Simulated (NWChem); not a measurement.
Molecule: C2H3FN2Si; SMILES F[Si@@H]1C=NC=N1

```xyz
9

F      0.1099     2.0108    -0.5836
Si     0.0148     0.7504     0.4122
C      1.2843    -0.6309     0.0500
N      0.6414    -1.7060    -0.2466
C     -0.8099    -1.4505    -0.2267
N     -1.3353    -0.3205     0.0432
H     -0.0214     1.2560     1.8027
H      2.3730    -0.6714     0.0843
H     -1.4032    -2.3355    -0.4646
```
Atoms are numbered in this order, from 1.

Program: NWChem. Pople sets run with spherical d functions. Coordinates come from a B3LYP/6-31G* (spherical d) optimisation. Isolated, static molecule.

GIAO at B3LYP/6-31G*: principal shieldings of C3 are -122.6, -7.4, 154.0 ppm; an isolated tetramethylsilane molecule has σ = 190.2 ppm at the same levels.

Question: Find the isotropic 13C shift, its principal values, the span and the skew.

Answer: 
1. σ(iso) = one third of the sum = 8.0 ppm.
2. δ = σ(reference) − σ = 182.2 ppm against tetramethylsilane.
3. δ11, δ22, δ33 = 312.8, 197.6, 36.2 ppm.
4. Span Ω = δ11 − δ33 = 276.6 ppm; skew κ = 3(δ22 − δ(iso))/Ω = 0.17.
